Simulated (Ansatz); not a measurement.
Geometry optimisation, DFT PBE, scalar-relativistic, plane waves, PAW (Ansatz 0.2.0).

Input:

```yaml
crystal:
  lattice:
    - [4.58, 0.0, 0.0]
    - [2.29, 3.966396, 0.0]
    - [0.0, 0.0, 16.58843]
  atoms:
    - { symbol: Be, position: [0.0, 0.0, 0.060283] }
    - { symbol: Be, position: [0.5, 0.0, 0.060283] }
    - { symbol: Be, position: [0.0, 0.5, 0.060283] }
    - { symbol: Be, position: [0.5, 0.5, 0.060283] }
    - { symbol: Be, position: [-0.1666667, 0.3333333, 0.1684436] }
    - { symbol: Be, position: [0.3333333, 0.3333333, 0.1684436] }
    - { symbol: Be, position: [-0.1666667, 0.8333333, 0.1684436] }
    - { symbol: Be, position: [0.3333333, 0.8333333, 0.1684436] }
    - { symbol: Be, position: [0.0, 0.0, 0.2766042] }
    - { symbol: Be, position: [0.5, 0.0, 0.2766042] }
    - { symbol: Be, position: [0.0, 0.5, 0.2766042] }
    - { symbol: Be, position: [0.5, 0.5, 0.2766042] }
    - { symbol: Si, position: [0.8232243, 0.8377692, 0.3790853] }
basis:
  ecutwfc: 420.0
kpoints:
  mp_grid: { grid: [6, 6, 1] }
hamiltonian:
  xc: pbe
scf:
  occupations: { method: gaussian, width: 0.15 }
  lower_state_search: "off"
relax:
  f_tol: 0.03
  max_steps: 60
  adjacent_minimum: "off"
  constraints: [{ sites: [0, 1, 2, 3] }]
output:
  write_density: true
  write_potential: true
  elf: true
  volumetric_format: npy
```

Run as:

```bash
$ ansatz run input.yaml --threads 1 --pin off --max-ram 3072MiB --backend cpu --events-out ev --progress --plain --runs-dir out
```

Problem. Where does it end, and by what steps?

Solution. The run converged. The force dipped under the threshold on the way, but the program's further checks kept it going. Limits of this set-up: coarse k mesh, thin slab, slab without dipole correction. After 11 steps the energy has fallen by 0.285 eV; Si13 moved furthest, 0.86 Å.

```csv
step,energy less start (eV),largest force component (eV/Å),accepted
0,0.0000,1.828,yes
1,-0.1762,0.881,yes
2,-0.2395,0.042,yes
3,-0.2395,0.042,yes
4,-0.2437,0.037,yes
5,-0.2480,0.069,yes
6,-0.2516,0.117,yes
7,-0.2706,0.067,yes
8,-0.2817,0.070,yes
9,-0.2842,0.056,yes
10,-0.2850,0.010,yes
11,-0.2850,0.010,yes
```

```xyz
13
Lattice="4.5800 0.0000 0.0000 2.2900 3.9664 0.0000 0.0000 0.0000 16.5884" Properties=species:S:1:pos:R:3
Be 0.000 0.000 1.000
Be 2.290 0.000 1.000
Be 1.145 1.983 1.000
Be 3.435 1.983 1.000
Be -0.011 1.304 2.816
Be 2.311 1.336 2.828
Be 1.149 3.308 2.761
Be 3.414 3.305 2.813
Be -0.033 -0.019 4.797
Be 2.289 0.026 4.530
Be 1.165 1.971 4.536
Be 3.475 2.006 4.686
Si 4.969 2.882 6.438
```

Whether the end is a true minimum wasn't checked by a vibrational analysis.

The run took 2.4 min on 1 thread of Arm Neoverse V1 (shared host), peak memory 0.48 GiB.
